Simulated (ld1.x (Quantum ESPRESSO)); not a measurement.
## Building the TM potential for argon (Ar) (PBE, scalar-relativistic).

```
Element                 : argon
Generator               : ld1.x (Quantum ESPRESSO) 7.5
Type                    : norm-conserving Troullier–Martins (Kleinman–Bylander form)
Functional              : PBE
Relativity              : scalar-relativistic
Frozen core             : [Ne]
Valence charge          : 8
Reference configuration : 3s2 3p4.5 (charge +1.5)
Partial waves           : 3p (bound): rc 1.15 bohr; 3s (bound): rc 1.30 bohr
Local potential         : the s channel
Core correction         : none
```

Calculated quality:

* Cutoffs needed: 70 Ry and 120 Ry (the cutoffs (Ry, on a coarse ladder) from which the occupation-weighted sum of valence levels, in a spherical-Bessel basis at the reference potential, stays within 10 and 1 mRy of its value at 400 Ry)
* Ghost test: no extra level below or beside the all-electron valence levels (p, s, d, f tested) (spherical-Bessel basis up to 400 Ry, 20 bohr box)
* Largest excitation error: +119 meV (all-electron minus pseudo) for 3s2 3p2, out of 7 test configurations

Generation and tests took about 0.92 s on one core of a shared server CPU.
